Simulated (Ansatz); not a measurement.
This Ansatz (a first-principles code) input (CCSD(T)/pcseg-2) gives -395.84719 Eh with 78 basis functions.

Ansatz 0.2 input:
```yaml
crystal:
  periodic: [false, false, false]
  atoms:
    - {symbol: N, position_ang: [-0.00000000, -0.00000000, -0.90472069]}
    - {symbol: P, position_ang: [0.00000000, 0.00000000, 0.55016401]}
    - {symbol: H, position_ang: [-0.00000000, -0.00000000, -1.91941528]}
basis:
  gaussian:
    orbitals: pcseg-2
total_charge: 1
magnetization: {spin_polarized: false}
correlation: {method: ccsd_t, electrons: outside_noble_gas}
```

Change:
```diff
- orbitals: pcseg-2
+ orbitals: def2-TZVP
```

What does the run give now?

-395.85350 Eh (CCSD(T)/def2-TZVP, 74 functions), a change of -6.31 mEh.
